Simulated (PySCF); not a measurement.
C4H6O2, SMILES O=CC1COC1. Coordinates come from a PBE-D3(BJ)/def2-SVP optimisation. One conformer was computed; it need not be the lowest.

Computed equilibrium geometry at PBE-D3(BJ)/def2-SVP (PySCF confirms it by a frequency run) as bond lengths and angles, and its point group (one conformer of several):
point group Cs.
Atoms: O1 C2 C3 C4 O5 C6 H7 H8 H9 H10 H11 H12. Bond lengths (Å): O1–C2 1.213, C2–C3 1.508, C2–H7 1.137, C3–C4 1.552, C3–C6 1.552, C3–H8 1.106, C4–O5 1.438, C4–H9 1.115, C4–H10 1.114, O5–C6 1.438, C6–H11 1.115, C6–H12 1.114. Bond angles (°): O1–C2–C3 125.3, O1–C2–H7 121.4, C3–C2–H7 113.4, C2–C3–C4 114.5, C2–C3–C6 114.5, C2–C3–H8 109.7, C4–C3–C6 82.9, C4–C3–H8 116.6, C6–C3–H8 116.6, C3–C4–O5 92.7, C3–C4–H9 115.7, C3–C4–H10 113.9, O5–C4–H9 112.5, O5–C4–H10 113.0, H9–C4–H10 108.5, C4–O5–C6 91.3, C3–C6–O5 92.7, C3–C6–H11 115.7, C3–C6–H12 113.9, O5–C6–H11 112.5, O5–C6–H12 113.0, H11–C6–H12 108.5.
Charge 0, spin multiplicity 1.
